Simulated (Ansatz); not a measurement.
A search over several starts for the lowest SCF solution of [RuNF4]- (RuNF4⁻) at the given spin, in a small basis.

```yaml
crystal:
  periodic: [false, false, false]
  atoms:
    - {symbol: Ru, position_ang: [-0.000060, 0.000191, -0.035972]}
    - {symbol: N, position_ang: [0.002877, -0.006323, 1.631890]}
    - {symbol: F, position_ang: [1.813064, 0.013562, -0.572456]}
    - {symbol: F, position_ang: [-0.013315, 1.917638, -0.221150]}
    - {symbol: F, position_ang: [-1.815061, -0.009325, -0.566154]}
    - {symbol: F, position_ang: [0.012495, -1.915754, -0.236159]}
basis:
  gaussian: {orbitals: def2-SVP, initial_orbitals: start.molden}
total_charge: -1
magnetization: {spin_polarized: true, initial_magnetization: 2}
hamiltonian: {xc: pbe0, dispersion: d4}
output: {orbitals: {seedname: orbitals}}
```

The file start.molden holds the orbitals of an earlier run on this structure, at another level or in another basis.

```sh
$ ansatz run in.yaml --threads 4 --pin off --events-out ev --progress --plain --max-ram 3916MiB
```

It prints (some lines left out):

```
Functional definition: PBE0
978 factors; integrals over basis functions are off by at most 1.4e-3 eV
mean field evaluation 1: about -14919.2115 eV, gradient 8.4e0 eV
mean field evaluation 2: about -14919.4482 eV, gradient 2.3e-1 eV
mean field evaluation 4: about -14919.6767 eV, gradient 2.9e-3 eV
mean field evaluation 8: about -14919.6767 eV, gradient 5.2e-5 eV
mean field evaluation 16: about -14912.2568 eV, gradient 4.2e1 eV
mean field evaluation 32: about -14919.6767 eV, gradient 1.7e-3 eV
mean field -14919.67672769 eV, -548.2880068226 hartree, gradient 3.9e-6 eV, S^2 2.010275; 5 other end points of the search recorded, 0 dependent functions left out
reference -14919.67677571 eV, -548.2880085874 hartree; 31, 29 occupied and 70, 72 virtual orbitals, 978 factors
Total energy: -14919.80934040 eV, -548.2928802499 hartree
```

It took 5.5 s on 4 threads of Arm Neoverse V2 on a shared host.

In the def2 sets Ru takes a core potential; there is no spin–orbit coupling. At PBE0-D4/def2-TZVPD a singlet of charge -1 lies 1.21 eV below the triplet, each at its own geometry.
